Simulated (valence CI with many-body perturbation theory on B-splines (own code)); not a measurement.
## F⁺: calculation against measured levels

Level of theory: configuration interaction combined with many-body perturbation theory (CI+MBPT): six valence electrons over a frozen Dirac-Fock core [He], radial functions for each j: 9 s, 9 p, 8 d, 6 f, 3 g, 1 h, with the one-electron correlation potential Σ1 (screened to all orders), the two-electron term Σ2, the three-electron term Σ3, Breit, model QED; selected single and double excitations, second order for the rest, scaled by the run's own slope (own B-spline code, finite nucleus).

Set against measurement, 23 paired levels are off by 214 cm⁻¹ on average, the worst by 468. These come from a selection out of the NIST Handbook of Basic Atomic Spectroscopic Data. Levels without a partner in it may be off by more. Among the levels kept, up to 2300 cm⁻¹ of a level comes from second order outside the variational space, and about a tenth of that is noise between levels of different J, which matters for small intervals.

Measured levels: NIST Handbook of Basic Atomic Spectroscopic Data (Sansonetti and Martin, J. Phys. Chem. Ref. Data 34, 1559 (2005)). Pairs share parity and J, and are chosen by configuration, term and nearness in energy; levels without a clear partner are left out. Energies in cm⁻¹ above the measured ground level.

Names give the largest LS component (configuration and term), which can be under half, so a name can repeat, a term be missing and a line seem to break the LS rules; names also repeat where a configuration has a term twice. Letters in brackets count levels of one name in rising energy.

```csv
Computed label,Label in the source,Measured,Computed,Difference
2s²2p⁴ ³P_2,2s2 2p4 3P,0,0.0,0
2s²2p⁴ ³P_1,2s2 2p4 3P,341.1,335.3,-6
2s²2p⁴ ³P_0,2s2 2p4 3P,489.7,517.5,+28
2s²2p⁴ ¹D_2,2s2 2p4 1D,20873.4,21001.5,+128
2s²2p⁴ ¹S_0,2s2 2p4 1S,44918.1,45221.7,+304
2s2p⁵ ³P°_2,2s 2p5 3P°,164797.9,164936.8,+139
2s2p⁵ ³P°_1,2s 2p5 3P°,165106.7,165252.9,+146
2s2p⁵ ³P°_0,2s 2p5 3P°,165279.2,165281.2,+2
2s²2p³3s ⁵S°_2,2s2 2p3(4S°) 3s 5S°,176493.9,176035.6,-458
2s²2p³3s ³S°_1,2s2 2p3(4S°) 3s 3S°,182864.4,182471.6,-393
2s²2p³3p ⁵P_1,2s2 2p3(4S°) 3p 5P,202449.4,202020.6,-429
2s²2p³3p ⁵P_2,2s2 2p3(4S°) 3p 5P,202460.7,202032.1,-429
2s²2p³3p ⁵P_3,2s2 2p3(4S°) 3p 5P,202480.3,202012.7,-468
2s²2p³3p ³P_1 [a],2s2 2p3(4S°) 3p 3P,207699.1,207327.7,-371
2s²2p³3p ³P_0 [a],2s2 2p3(4S°) 3p 3P,207702.0,207312.2,-390
2s²2p³3p ³P_2 [a],2s2 2p3(4S°) 3p 3P,207703.8,207332.7,-371
2s²2p³3s ³D°_3,2s2 2p3(2D°) 3s 3D°,211866.1,211668.5,-198
2s²2p³3s ³D°_2,2s2 2p3(2D°) 3s 3D°,211887.2,211721.8,-165
2s²2p³3s ³D°_1,2s2 2p3(2D°) 3s 3D°,211900.3,211749.3,-151
2s²2p³3s ¹D°_2,2s2 2p3(2D°) 3s 1D°,215069.6,214930.7,-139
2s²2p³3s ¹P°_1,2s2 2p3(2P°) 3s 1P°,227228.4,227292.2,+64
2s²2p³3s ³P°_2,2s2 2p3(2P°) 3s 3P°,229550.1,229519.6,-31
2s²2p³3s ³P°_1,2s2 2p3(2P°) 3s 3P°,229551.8,229529.8,-22
2s²2p³3s ³P°_0,2s2 2p3(2P°) 3s 3P°,229554.5,229470.9,-84
```

Over 23 excited levels the mean absolute difference is 214 cm⁻¹, the median 151 and the largest 468. The comparison draws on a selection of the measured levels: 24 of the 46 computed ones have a partner in it, and others may be off by more.

Rates against NIST Handbook of Basic Atomic Spectroscopic Data (Sansonetti and Martin, J. Phys. Chem. Ref. Data 34, 1559 (2005)):

```csv
"λ vac, measured (nm)",Upper,Lower,A computed (s⁻¹),A tabulated (s⁻¹)
60.57,2s2p⁵ ³P°_1,2s²2p⁴ ³P_2,1.37e+09,4.30e+09
60.63,2s2p⁵ ³P°_0,2s²2p⁴ ³P_1,3.24e+09,1.00e+10
60.68,2s2p⁵ ³P°_2,2s²2p⁴ ³P_2,2.47e+09,7.80e+09
60.69,2s2p⁵ ³P°_1,2s²2p⁴ ³P_1,8.14e+08,2.60e+09
60.75,2s2p⁵ ³P°_1,2s²2p⁴ ³P_0,1.08e+09,3.30e+09
60.81,2s2p⁵ ³P°_2,2s²2p⁴ ³P_1,8.15e+08,2.50e+09
384.82,2s²2p³3p ⁵P_3,2s²2p³3s ⁵S°_2,1.26e+08,1.30e+08
385.11,2s²2p³3p ⁵P_2,2s²2p³3s ⁵S°_2,1.26e+08,1.30e+08
385.28,2s²2p³3p ⁵P_1,2s²2p³3s ⁵S°_2,1.26e+08,1.30e+08
402.59,2s²2p³3p ³P_2 [a],2s²2p³3s ³S°_1,1.21e+08,1.20e+08
402.61,2s²2p³3p ³P_0 [a],2s²2p³3s ³S°_1,1.21e+08,1.20e+08
402.66,2s²2p³3p ³P_1 [a],2s²2p³3s ³S°_1,1.21e+08,1.20e+08
```
